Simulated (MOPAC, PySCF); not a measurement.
C$_{5}$H$_{6}$, SMILES `C#CC(=C)C`, neutral singlet in the gas phase. 

Cartesian coordinates (Å):
SMILES: CC(C#C)=C
```xyz
11

C      2.2695    -0.3484    -0.8658
C      1.1510    -0.3016    -0.4261
C     -0.1750    -0.1845     0.0888
C     -0.8614    -1.2643     0.4749
C     -0.7336     1.2129     0.1647
H      3.2570    -0.4061    -1.2524
H     -1.8667    -1.1720     0.8648
H     -0.4366    -2.2562     0.4099
H     -0.7523     1.6728    -0.8257
H     -1.7455     1.2045     0.5680
H     -0.1063     1.8429     0.7990
```
Charge 0, multiplicity 1.

All levels are single points at this geometry (B3LYP-D3(BJ)/def2-TZVP); Pople sets use spherical d functions. Orbital energies aren't observables, and empty levels follow the basis.

```
level                            HOMO (eV)  LUMO (eV)  gap (eV)  dipole (D)  vertical IE, Delta-SCF (eV)
-------------------------------  ---------  ---------  --------  ----------  ---------------------------
B3LYP-D3(BJ)/def2-TZVP in PySCF      -6.79      -0.96      5.82        0.54                            –
B3LYP/6-311+G** in PySCF             -6.81      -1.05      5.76        0.55                            –
HF/3-21G in PySCF                    -9.11       3.63     12.73        0.46                            –
HF/STO-3G in PySCF                   -7.47       7.07     14.55        0.33                            –
AM1 in MOPAC                         -9.62       0.57     10.19        0.28                            –
PM6 in MOPAC                         -9.75       0.44     10.19        0.70                            –
```
